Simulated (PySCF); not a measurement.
C5H5Cl, SMILES C#C[C@H]1C[C@H]1Cl. Atoms are numbered in the order given.

```xyz
11

C      2.4601    -0.5494     0.7216
C      1.4297    -0.7598     0.1211
C      0.2174    -1.0160    -0.6044
C     -1.0901    -1.2359     0.1311
C     -0.8944     0.0079    -0.6589
Cl    -0.7186     1.5458     0.1562
H      3.3715    -0.3577     1.2565
H      0.3578    -1.5843    -1.5310
H     -1.7787    -1.9944    -0.2498
H     -1.0528    -1.1394     1.2185
H     -1.4169     0.1160    -1.6121
```

Coordinates come from a PBE0-D3(BJ)/def2-SVP optimisation.

Two levels are set side by side: PBE/pcSseg-1 (PySCF) and PBE0/pcSseg-1 (PySCF). GIAO shifts against HCl (³⁵Cl), TMS (¹H), TMS (¹³C) at the same level; non-relativistic, no solvent, atoms listed together averaged. Without spin–orbit terms, shifts of atoms bonded to Cl or Br come out too high at both levels. Differences are taken from unrounded values.

```tsv
quantity	PBE0
δ(¹³C) of C1 (ppm)	77.2
δ(¹³C) of C2 (ppm)	86.3
δ(¹³C) of C3 (ppm)	12.8
δ(¹³C) of C4 (ppm)	22.2
δ(¹³C) of C5 (ppm)	40.8
δ(³⁵Cl) of Cl6 (ppm)	104.5
δ(¹H) of H7 (ppm)	2.14
δ(¹H) of H8 (ppm)	1.75
δ(¹H) of H11 (ppm)	3.03
```

### Question
What does PBE give, and how far is it from PBE0? (The exact figures need the calculation; the answer reports its results.)

### Answer

```tsv
quantity	PBE	PBE minus PBE0
δ(¹³C) of C1 (ppm)	73.9	-3.3
δ(¹³C) of C2 (ppm)	85.1	-1.2
δ(¹³C) of C3 (ppm)	14.8	2.1
δ(¹³C) of C4 (ppm)	23.5	1.3
δ(¹³C) of C5 (ppm)	44.1	3.3
δ(³⁵Cl) of Cl6 (ppm)	125.2	20.6
δ(¹H) of H7 (ppm)	1.96	-0.18
δ(¹H) of H8 (ppm)	1.85	0.10
δ(¹H) of H11 (ppm)	3.13	0.09
```

Rough cost on one machine, each run with all the roots and properties that it gave: PBE0 against PBE within a factor of 2.
